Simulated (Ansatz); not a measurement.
Relaxation of CH9BN2O (14 atoms, charge 0, multiplicity 1), to a largest force component of 0.03 eV/Å in at most 50 steps.

Method: RKS r2SCAN-D4/6-31G* (Ansatz).

```xyz
14
Properties=species:S:1:pos:R:3
B -0.004 -0.337 -0.212
H -0.044 -0.657 0.943
N 1.262 -0.150 -0.826
H 2.058 0.079 -0.246
H 1.336 0.264 -1.746
N -1.227 -0.334 -0.930
H -2.096 -0.631 -0.516
H -1.307 -0.119 -1.914
O -0.145 1.990 0.991
C -1.355 2.667 0.691
H -1.973 2.101 -0.024
H -1.952 2.880 1.594
H -1.077 3.622 0.233
H -0.386 1.119 1.383
```

Task: Where does it end, and by what steps?

Result: The forces met the threshold. The force dipped under the threshold on the way, but the program's further checks kept it going. After 24 steps the energy has fallen by 0.217 eV; H11 moved furthest, 1.32 Å.

```tsv
step	energy less start (eV)	largest force component (eV/Å)	accepted
0	0.0000	0.679	yes
1	-0.0814	0.362	yes
2	-0.0871	0.548	yes
3	-0.1016	0.126	yes
4	-0.1055	0.072	yes
5	-0.1082	0.172	yes
6	-0.1100	0.089	yes
7	-0.1106	0.047	yes
8	-0.1116	0.023	yes
9	-0.1122	0.026	yes
10	-0.1122	0.146	yes
11	-0.1133	0.050	yes
12	-0.1143	0.025	yes
13	-0.1138	0.257	no
14	-0.1161	0.090	yes
15	-0.1175	0.179	yes
16	-0.1225	0.268	yes
17	-0.1371	0.311	yes
18	-0.1646	0.390	yes
19	-0.1905	0.404	yes
20	-0.0547	1.600	no
21	-0.2102	0.148	yes
22	-0.2121	0.122	yes
23	-0.2157	0.167	yes
24	-0.2172	0.020	yes
```

```xyz
14
Properties=species:S:1:pos:R:3
B 0.270 -0.780 -0.204
H 0.520 -1.604 0.631
N 1.305 -0.277 -1.013
H 2.268 -0.527 -0.853
H 1.193 0.476 -1.678
N -1.082 -0.311 -0.318
H -1.832 -0.852 0.091
H -1.393 0.213 -1.128
O -0.754 2.101 1.354
C -1.486 3.003 0.559
H -1.150 3.024 -0.495
H -2.573 2.800 0.561
H -1.334 4.006 0.974
H -0.861 1.221 0.938
```

Run time: 93 s on 2 threads of Arm Neoverse V1 (shared host), peak memory 0.17 GiB.
